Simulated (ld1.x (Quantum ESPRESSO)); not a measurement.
**P, TM: configuration errors across variants**

- Element: P
- Generator: ld1.x (Quantum ESPRESSO) 7.5
- Type: norm-conserving Troullier–Martins (Kleinman–Bylander form)
- Functional: Wu–Cohen
- Relativity: scalar-relativistic
- Frozen core: [Ne]
- Valence charge: 5
- Reference configuration: 3s2 3p1 (charge +2)
- Partial waves: 3p (bound): rc 1.35 bohr; 3d channel at -0.05 Ry: rc 1.10 bohr; 3s (bound): rc 1.35 bohr
- Local potential: the s channel
- Core correction: a·sin(br)/r model core inside 0.75 bohr

All-electron excitation energies from the reference (eV): (1) 3s2 3p3 -28.846; (2) 3s2 3p2 -19.139; (3) 3s2 3p0 29.758; (4) 3s2 3p2.5 -25.084; (5) 3s0 3p5 -11.671; (6) 3s1 3p3 -10.031; (7) 3s1 3p4 -20.325.

Errors AE − PS in meV (a dash: test not solved or not reliable):

| change | (1) | (2) | (3) | (4) | (5) | (6) | (7) | bound ghosts |
| --- | --- | --- | --- | --- | --- | --- | --- | --- |
| base | +28 | +11 | +13 | +20 | +19 | +8.2 | +23 | none |
| all radii but the core radius scaled by about 0.77 (s 1.04, p 1.04, d 0.84 bohr) | +49 | +17 | +21 | +33 | +29 | +12 | +37 | none |
| all radii but the core radius scaled by about 0.85 (s 1.14, p 1.14, d 0.94 bohr) | +35 | +13 | +14 | +24 | +23 | +9.5 | +29 | none |
| all radii but the core radius scaled by about 0.93 (s 1.26, p 1.26, d 1.02 bohr) | +30 | +11 | +13 | +20 | +20 | +8.5 | +24 | none |
| all radii but the core radius scaled by about 1.13 (s 1.52, p 1.52, d 1.24 bohr) | +27 | +11 | +15 | +19 | +16 | +7.8 | +22 | none |
| all radii but the core radius scaled by about 1.20 (s 1.62, p 1.62, d 1.32 bohr) | +30 | +12 | +17 | +21 | +14 | +8.0 | +24 | none |
| all radii but the core radius scaled by about 1.29 (s 1.74, p 1.74, d 1.42 bohr) | +32 | +13 | +19 | +23 | +14 | +8.4 | +26 | none |

Give the same row for: all radii but the core radius scaled by about 1.38 (s 1.86, p 1.86, d 1.52 bohr).

+39, +15, +23, +28, +13, +9.5, +31; bound ghosts: none.
